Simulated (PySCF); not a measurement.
## How the method moves the HOMO and LUMO of `C#[N+][BH2-]F`

CH3BFN.
Numbering: `[CH:1]#[N+:2][BH2-:3][F:4]` (hydrogens: H5 on C1; H6, H7 on B3)

Geometry (PBE0-D3(BJ)/def2-SVP, Å), atoms numbered from 1 in this order:
```
atom  x, y, z in Å
C1     1.2544    0.2955   -1.0056
N2     0.4074    0.1016   -0.2577
B3    -0.7552   -0.1958    0.8216
F4    -1.8717    0.4780    0.3761
H5     2.0535    0.4768   -1.7101
H6    -0.2442    0.2398    1.8494
H7    -0.8179   -1.4211    0.7750
```

Basis pcSseg-2 throughout (PySCF), one geometry. Isolated species at its PBE0-D3(BJ)/def2-SVP geometry, gas phase.

Q: How do the orbital energies, the gap and the dipole change with the method?

A: 
```json
{"method": "OPBE", "kind": "GGA", "HOMO (eV)": "-6.22", "LUMO (eV)": "-2.53", "gap (eV)": "3.68", "μ (D)": "6.22", "SCF cycles": "16"}
{"method": "BLYP", "kind": "GGA", "HOMO (eV)": "-6.22", "LUMO (eV)": "-2.56", "gap (eV)": "3.67", "μ (D)": "6.33", "SCF cycles": "17"}
{"method": "PBE", "kind": "GGA", "HOMO (eV)": "-6.28", "LUMO (eV)": "-2.64", "gap (eV)": "3.64", "μ (D)": "6.27", "SCF cycles": "17"}
{"method": "B97-D", "kind": "GGA", "HOMO (eV)": "-6.31", "LUMO (eV)": "-2.57", "gap (eV)": "3.74", "μ (D)": "6.34", "SCF cycles": "17"}
{"method": "KT2", "kind": "GGA", "HOMO (eV)": "-6.37", "LUMO (eV)": "-2.57", "gap (eV)": "3.80", "μ (D)": "6.29", "SCF cycles": "17"}
{"method": "LDA", "kind": "LDA", "HOMO (eV)": "-6.38", "LUMO (eV)": "-2.86", "gap (eV)": "3.51", "μ (D)": "6.25", "SCF cycles": "16"}
{"method": "BP86", "kind": "GGA", "HOMO (eV)": "-6.39", "LUMO (eV)": "-2.71", "gap (eV)": "3.68", "μ (D)": "6.29", "SCF cycles": "16"}
{"method": "KT3", "kind": "GGA", "HOMO (eV)": "-6.42", "LUMO (eV)": "-2.60", "gap (eV)": "3.82", "μ (D)": "6.30", "SCF cycles": "17"}
{"method": "B97-2", "kind": "global hybrid", "HOMO (eV)": "-7.41", "LUMO (eV)": "-1.66", "gap (eV)": "5.75", "μ (D)": "6.66", "SCF cycles": "14"}
{"method": "B3LYP", "kind": "global hybrid", "HOMO (eV)": "-7.48", "LUMO (eV)": "-1.88", "gap (eV)": "5.60", "μ (D)": "6.67", "SCF cycles": "14"}
{"method": "PBE0", "kind": "global hybrid", "HOMO (eV)": "-7.65", "LUMO (eV)": "-1.59", "gap (eV)": "6.06", "μ (D)": "6.69", "SCF cycles": "14"}
{"method": "mPW1PW91", "kind": "global hybrid", "HOMO (eV)": "-7.69", "LUMO (eV)": "-1.62", "gap (eV)": "6.07", "μ (D)": "6.69", "SCF cycles": "14"}
{"method": "BHandHLYP", "kind": "global hybrid", "HOMO (eV)": "-9.01", "LUMO (eV)": "-0.50", "gap (eV)": "8.51", "μ (D)": "7.05", "SCF cycles": "13"}
{"method": "CAM-B3LYP", "kind": "range-separated hybrid", "HOMO (eV)": "-9.07", "LUMO (eV)": "-0.47", "gap (eV)": "8.59", "μ (D)": "6.90", "SCF cycles": "14"}
{"method": "wB97X-D", "kind": "range-separated hybrid", "HOMO (eV)": "-9.52", "LUMO (eV)": "0.26", "gap (eV)": "9.78", "μ (D)": "6.86", "SCF cycles": "14"}
{"method": "LC-wPBE", "kind": "range-separated hybrid", "HOMO (eV)": "-10.34", "LUMO (eV)": "0.78", "gap (eV)": "11.12", "μ (D)": "7.01", "SCF cycles": "14"}
{"method": "HF", "kind": "Hartree–Fock", "HOMO (eV)": "-11.07", "LUMO (eV)": "1.74", "gap (eV)": "12.81", "μ (D)": "7.49", "SCF cycles": "12"}
```

The HOMO spans 4.85 eV, from OPBE down to HF, and the gap runs from 3.51 eV (LDA) to 12.81 eV (HF). Over the methods OPBE (0 %), BLYP (0 %), PBE (0 %), B97-D (0 %), KT2 (0 %), LDA (0 %), BP86 (0 %), KT3 (0 %), B97-2 (21 %), B3LYP (20 %), PBE0 (25 %), mPW1PW91 (25 %), BHandHLYP (50 %), HF (100 %), a straight line through the gap against the share of exact exchange rises by 0.92 eV for each 10 % (correlation coefficient 0.999). The dipole ranges from 6.22 D (OPBE) to 7.49 D (HF). This basis has no diffuse functions.
